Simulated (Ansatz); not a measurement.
`NCSCO` + `[OH][InH2]` → `NC[O][InH2]` + `OCS`  (substitution at a C–S bond)

Program: Ansatz. Geometries: PBE0-D4/def2-TZVP. ΔE: electronic, gas phase. CCSD(T)/CBS adds triple-zeta CCSD(T) − MP2 to the extrapolated MP2 energy (def2 sets, frozen cores). DFT in def2-TZVPP. B3LYP here is the variant with VWN-RPA as its local correlation; programs differ in this. def2 core potentials past Kr. For In outer-core shells are correlated without core-valence functions, which leaves a few kJ/mol of doubt a bond. Each species was taken in one conformer, which may not be the lowest.

```
             level  ΔE (kcal/mol)  difference from CCSD(T)/CBS
            PBE-D4            9.8                          0.5
         r2SCAN-D4            9.4                          0.1
           PBE0-D4            9.5                          0.2
          B3LYP-D4            8.5                         -0.8
           ωB97X-V            8.3                         -1.0
           ωB97M-V            8.8                         -0.5
            B2PLYP            8.4                         -0.9
               PBE            9.4                          0.1
            r2SCAN            9.3                          0.0
              PBE0            9.2                         -0.1
             B3LYP            7.8                         -1.5
     HF/def2-TZVPP            5.8                         -3.5
    MP2/def2-TZVPP            9.8                          0.5
SCS-MP2/def2-TZVPP            8.7                         -0.6
   CCSD/def2-TZVPP            7.5                         -1.8
CCSD(T)/def2-TZVPP            8.1                         -1.2
     HF/def2-QZVPP            5.7                         -3.6
    MP2/def2-QZVPP           10.5                          1.2
SCS-MP2/def2-QZVPP            9.4                          0.1
      HF/CBS(def2)            5.7                         -3.6
     MP2/CBS(def2)           11.1                          1.8
    CCSD/CBS(def2)            8.8                         -0.5
       CCSD(T)/CBS            9.3                            0
```

Largest T1 diagnostic among the species: 0.017.

In def2-TZVPP, CCSD(T) changes the Hartree–Fock value by +2.3 kcal/mol (the triples alone add +0.5 kcal/mol) and MP2 by +4.1 kcal/mol.
